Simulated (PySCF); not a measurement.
# CuSe at BP86

Computed with BP86; PySCF, spin-free X2C with a Gaussian nucleus, basis sets Cu x2c-TZVPPall, Se x2c-TZVPPall.

For CuSe, the state is ²Π (doublet), unpaired electrons π ↑, the bond length is 2.164 Å and the harmonic wavenumber is 312 cm⁻¹. The force constant is 2.02 mdyn/Å. The rotational constant Be is 0.1022 cm⁻¹. The anharmonicity ωexe is 1.03 cm⁻¹. The vibration–rotation constant αe is 0.000473 cm⁻¹. The well depth De to Cu (3d10 4s1) + Se is 279 kJ/mol. The dissociation energy D0 is 278 kJ/mol and the bond order (Mayer) is 1.52. The dipole moment (positive dipole means Cu(−)Se(+)) is -3.01 D.

Spin–orbit coupling is left out. With d or f electrons several states lie close, and the lowest PBE0 determinant need not be the measured ground state.
